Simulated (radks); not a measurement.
Task: These are the eigenvalues of the occupied orbitals of an atom or ion with whole-number occupations (hartree). All-electron calculation, scalar-relativistic Kohn-Sham, BLYP, spin-polarised, spherical densities, point nucleus. Program: a radial shooting solver on a logarithmic mesh with Libxc functionals.

1s up: -1114.067
1s down: -1114.065
2s up: -169.6777
2s down: -169.6769
2p up: -152.3574
2p down: -152.3559
3s up: -33.39687
3s down: -33.39523
3p up: -27.75229
3p down: -27.75043
3d up: -19.13557
3d down: -19.13382
4s up: -5.64101
4s down: -5.63704
4p up: -3.91233
4p down: -3.90818
4d up: -1.40584
4d down: -1.39816
5s up: -0.64567
5s down: -0.60247
5p up: -0.32940
6p up: -0.04129

Which element is it, and in what charge state? The configuration may be excited. Open shells, if any, are filled with parallel spins first.

Result: Z = 51, antimony, charge 0: Sb in [Kr] 4d10 5s2 5p2 6p1. The list shows which subshells hold electrons but not how many an open one holds; the 1s level, -1114.1 hartree, gives Z - s = 47.2 by -(Z - s)^2/2, which with screening and relativity narrows Z to a few neighbours, and the depths of the outer levels then fix element, charge and occupations together.
